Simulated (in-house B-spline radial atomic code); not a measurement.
Computed with a B-spline radial atomic code. Model: two electrons, singlet ground state, non-relativistic, full CI in B-splines with partial waves to l = 8 (at full coupling up to 3e-4 hartree above the limit, correlation up to 0.6 % small), density held at that of full coupling by Lieb maximisation.

W(λ) is the mean repulsion in the state of coupling λ less the Hartree energy of the fixed density. Its start is exact exchange, its initial slope is twice the second-order Görling-Levy correlation energy, and its area from 0 to 1 is E_xc. A straight curve means weak, dynamic correlation, and a curve that drops fast and flattens means strong correlation.

Command:
```bash
python run_ac.py task.json out
```
Settings (lengths in bohr, energies in hartree):
```
potential              dot
strength               0.337
lmax                   8
second                 0.5
```

Cost of the run: 21 s on 1 thread of Intel(R) Xeon(R) Processor @ 2.30GHz, with other jobs on the host.

**W = mean repulsion less Hartree energy, and W of three functionals.**

Given: confinement charge in harmonic well; well frequency 0.337 hartree; nuclear charge 0.5; external potential omega^2 r^2/2 - Z/r.

Computed: PBE exchange minus exact 20.008 millihartree; SCAN exchange minus exact 2.6948 millihartree.

| coupling | W xc (hartree) | W xc minus exchange (millihartree) | kinetic minus Kohn-Sham (millihartree) | LDA (PW92) W minus its exchange (millihartree) | PBE W minus its exchange (millihartree) | SCAN W minus its exchange (millihartree) |
| --- | --- | --- | --- | --- | --- | --- |
| 0 | -0.49692 | 0 | 0 | 0 | 0 | 0 |
| 0.02 | -0.49879 | -1.868 | 0.02 | -10.27 | -2.58 | -1.86 |
| 0.05 | -0.50153 | -4.606 | 0.11 | -20.41 | -6.37 | -4.55 |
| 0.12 | -0.50763 | -10.705 | 0.63 | -37.67 | -14.67 | -10.45 |
| 0.25 | -0.51798 | -21.054 | 2.53 | -60.49 | -28.29 | -20.37 |
| 0.4 | -0.52854 | -31.621 | 5.95 | -80.02 | -41.7 | -30.48 |
| 0.6 | ? | ? | ? | ? | ? | ? |
| 0.8 | -0.55115 | -54.233 | 19.28 | -116.11 | -69.49 | -52.42 |
| 1 | -0.56016 | -63.238 | 27.36 | -129.37 | -80.42 | -61.37 |
| 1.4 | -0.57492 | -77.997 | 44.95 | -150.45 | -98.4 | -76.35 |
| 2 | ? | ? | ? | ? | ? | ? |
| 3 | -0.61006 | -113.14 | 118.65 | -200.16 | -142.88 | -113.72 |
| 4.5 | -0.62745 | -130.53 | 182.75 | -225.83 | -166.61 | -132.7 |
| 7 | -0.64414 | -147.21 | 276.63 | -251.97 | -191.13 | -150.42 |
| 10 | -0.65571 | -158.78 | 373.52 | -271.29 | -209.43 | -161.81 |

Problem. What belongs in the row 0.6?

Solution. W xc (hartree): -0.54073; W xc minus exchange (millihartree): -43.809; kinetic minus Kohn-Sham (millihartree): 12.01; LDA (PW92) W minus its exchange (millihartree): -100.13; PBE W minus its exchange (millihartree): -56.78; SCAN W minus its exchange (millihartree): -42.23.

Problem. What belongs in the row 2?

Solution. W xc (hartree): -0.59142; W xc minus exchange (millihartree): -94.498; kinetic minus Kohn-Sham (millihartree): 72.73; LDA (PW92) W minus its exchange (millihartree): -173.66; PBE W minus its exchange (millihartree): -118.87; SCAN W minus its exchange (millihartree): -93.61.

Problem. What is the LDA exchange minus exact?

Solution. 73.078 millihartree.

**Energy parts, natural occupations and partial-wave weights.**

Computed: exchange energy -0.49692 hartree; correlation energy -0.035874 hartree; initial slope twice GL2 -0.094281 hartree; kinetic part over minus potential part 0.43272; Hartree energy 0.99384 hartree; Kohn-Sham kinetic 0.57973 hartree; Lieb Oxford ratio E_xc over LDA exchange 1.2571.

```
natural  occupation of the shell (electrons)
      s                               1.9517
      p                             0.040806
      s                            0.0057598
      d                            0.0010329
      p                                    ?
      f                           0.00011723
```

Problem. What belongs in the row p?

Solution. occupation of the shell (electrons): 0.00035782.

```tsv
wave	weight
s	0.97877
p	?
d	0.00054587
f	6.5659e-05
g	1.4355e-05
```

Problem. What belongs in the row p?

Solution. weight: 0.020593.

Problem. What is the kinetic part of the DFT correlation energy?

Solution. 0.027364 hartree.

Problem. What is the total energy?

Solution. 0.7606 hartree.

Half-way to full coupling W has made 60 % of its drop, against 50 % for a straight line, and second-order (GL2) theory, half the initial slope, overshoots the correlation energy by about 31 %: a marked bend. Over couplings 0 to 1 the errors in E_xc come to about +25 millihartree for LDA, +9.4 millihartree for PBE, +3.9 millihartree for SCAN, so SCAN is nearest. In LDA and PBE the errors of exchange and correlation have opposite signs, so the sum is smaller than the larger of the two.
